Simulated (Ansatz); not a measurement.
PAsAsAs tetrahedron (As3P). Charge 0, multiplicity 1. Geometry r2SCAN-D4/def2-SVP.

```xyz
4

P    -1.2531   -0.2448    0.5775
As    0.7503    0.9200    0.8846
As   -0.2108    0.6152   -1.3300
As    0.7136   -1.2904   -0.1321
```

LC-ωPBE has ω = 0.4 bohr⁻¹.

(1) Estimate the orbital energies around the gap (eV) in Ansatz with LDA (SPW92)/def2-TZVP, PBE-D4/def2-TZVP, r2SCANh-D4/def2-TZVP, PBE0-D4/def2-TZVP, LC-ωPBE/def2-TZVP.

## Answers

(1) 
```
orbital  LDA (SPW92)/def2-TZVP  PBE-D4/def2-TZVP  r2SCANh-D4/def2-TZVP  PBE0-D4/def2-TZVP  LC-ωPBE/def2-TZVP
HOMO−13                 -41.59            -41.27                -43.89             -45.65             -47.13
HOMO−12                 -41.57            -41.26                -43.89             -45.64             -47.12
HOMO−11                 -41.57            -41.26                -43.89             -45.64             -47.12
HOMO−10                 -41.56            -41.24                -43.87             -45.62             -47.09
 HOMO−9                 -19.16            -18.96                -20.62             -21.23             -25.09
 HOMO−8                 -13.62            -13.38                -14.52             -15.06             -18.45
 HOMO−7                 -13.62            -13.38                -14.52             -15.06             -18.45
 HOMO−6                 -13.11            -12.95                -14.12             -14.70             -18.07
 HOMO−5                  -8.35             -8.18                 -8.97              -9.29             -11.86
 HOMO−4                  -7.33             -7.15                 -7.83              -8.16             -10.54
 HOMO−3                  -7.33             -7.15                 -7.83              -8.16             -10.54
 HOMO−2                  -6.99             -6.83                 -7.48              -7.83             -10.18
 HOMO−1                  -6.32             -6.14                 -6.77              -7.10              -9.43
   HOMO                  -6.32             -6.14                 -6.77              -7.10              -9.43
   LUMO                  -2.01             -1.79                 -1.48              -1.09               0.85
 LUMO+1                  -1.96             -1.75                 -1.41              -1.02               0.96
 LUMO+2                  -1.96             -1.75                 -1.41              -1.02               0.96
 LUMO+3                  -1.66             -1.42                 -0.93              -0.63               1.44
 LUMO+4                  -1.66             -1.42                 -0.93              -0.63               1.44
 LUMO+5                  -1.51             -1.28                 -0.78              -0.50               1.60
```
